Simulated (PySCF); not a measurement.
H4N, charge +1. Atoms are numbered in the order given.

```xyz
5

N      0.0000     0.0000     0.0000
H      0.5912    -0.5912     0.5912
H     -0.5912    -0.5912    -0.5912
H     -0.5912     0.5912     0.5912
H      0.5912     0.5912    -0.5912
```
Charge +1, spin multiplicity 1.

The structure is a stationary point at r2SCAN-D4/def2-TZVPD.

These are TDA-PBE0/def2-TZVPD (PySCF) values and carry that method's errors.

Vertical excitations; the highest root listed may be one member of a degenerate set. Gas-phase values at a fixed geometry. State labels are in the subgroup D2.

| state | symmetry | energy (eV) | λ (nm) | f | main pairs |
|---|---|---|---|---|---|
| S1 | B2 | 15.11 | 82 | 0.153 | HOMO−1→LUMO (degenerate set) |
| S2 | B3 | 15.11 | 82 | 0.153 | HOMO→LUMO (degenerate set) |
| S3 | B1 | 15.11 | 82 | 0.153 | HOMO−2→LUMO (degenerate set) |
| S4 | B1 | 16.96 | 73 | 0.000 | HOMO→LUMO+1, HOMO−1→LUMO+2 (degenerate set) |
| S5 | B3 | 16.96 | 73 | 0.000 | HOMO−1→LUMO+3, HOMO−2→LUMO+1 (degenerate set) |
| S6 | B2 | 16.96 | 73 | 0.000 | HOMO−2→LUMO+2, HOMO→LUMO+3 (degenerate set) |
| S7 | A | 17.19 | 72 | 0.000 | HOMO−1→LUMO+1, HOMO→LUMO+2 (degenerate set) |
| S8 | A | 17.19 | 72 | 0.000 | HOMO−2→LUMO+3, HOMO→LUMO+2, HOMO−1→LUMO+1 (degenerate set) |
| S9 | B1 | 17.49 | 71 | 0.169 | HOMO−1→LUMO+2, HOMO→LUMO+1 (degenerate set) |
| S10 | B3 | 17.49 | 71 | 0.169 | HOMO−2→LUMO+1, HOMO−1→LUMO+3 (degenerate set) |
| T1 | B3 | 14.12 | 88 | 0 | HOMO→LUMO (degenerate set) |
| T2 | B2 | 14.12 | 88 | 0 | HOMO−1→LUMO (degenerate set) |
| T3 | B1 | 14.12 | 88 | 0 | HOMO−2→LUMO (degenerate set) |
| T4 | A | 15.00 | 83 | 0 | HOMO→LUMO+2 30 %, HOMO−1→LUMO+1 30 %, HOMO−2→LUMO+3 30 % |
Triplets are in the Tamm–Dancoff approximation.
